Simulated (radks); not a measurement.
Al+, configuration [Ne] 3s2. All-electron calculation, scalar-relativistic Kohn-Sham, PBEsol, spin-polarised, spherical densities, finite nucleus; Fermi nuclear charge, rms radius 3.061 fm. Program: a radial shooting solver on a logarithmic mesh with Libxc functionals. Some entries of the table are withheld. Estimate them.

| orbital | occ. | eigenvalue (eV) | <r^2> (bohr^2) | <r> (bohr) |
|---|---|---|---|---|
| 1s | 2 | -1516.317 | 0.01952 | (1) |
| 2s | 2 | -116.1821 | 0.4711 | 0.6268 |
| 2p | 6 | -77.8850 | 0.4629 | (2) |
| 3s | 2 | (3) | 6.516 | (4) |

Answer. 
(1) 1s <r> (bohr): 0.1204
(2) 2p <r> (bohr): 0.6033
(3) 3s eigenvalue (eV): -14.7745
(4) 3s <r> (bohr): 2.378
